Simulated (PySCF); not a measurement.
Computed shifts of a molecule CH₅Cl₂NSi, KT2/pcSseg-1 in PySCF, GIAO, gas phase, atoms alike by connectivity averaged where their shifts nearly agree, in ppm (number of nuclei): ²⁹Si: -5.0 (1). ¹⁵N: 58.3 (1). ¹³C: 32.1 (1). ¹H: 6.01 (1), 3.01 (3), 1.21 (1). References: ²⁹Si against TMS (σ = 361.9 ppm); ³⁵Cl against HCl (σ = 945.4 ppm); ¹⁵N against NH3 (σ = 266.2 ppm); ¹³C against TMS (σ = 185.1 ppm); ¹H against TMS (σ = 31.47 ppm), references at their B3LYP-D3(BJ)/def2-TZVP geometries, non-relativistic (without spin–orbit terms, shifts of atoms bonded to Cl or Br come out too high). The structure is a stationary point at PBE0-D3(BJ)/def2-SVP. One conformer was computed; it need not be the lowest.

Q: Which structure fits?
A. NC[SiH](Cl)Cl
B. C[Si](N)(Cl)Cl
C. CN[SiH](Cl)Cl

A: C, CN[SiH](Cl)Cl
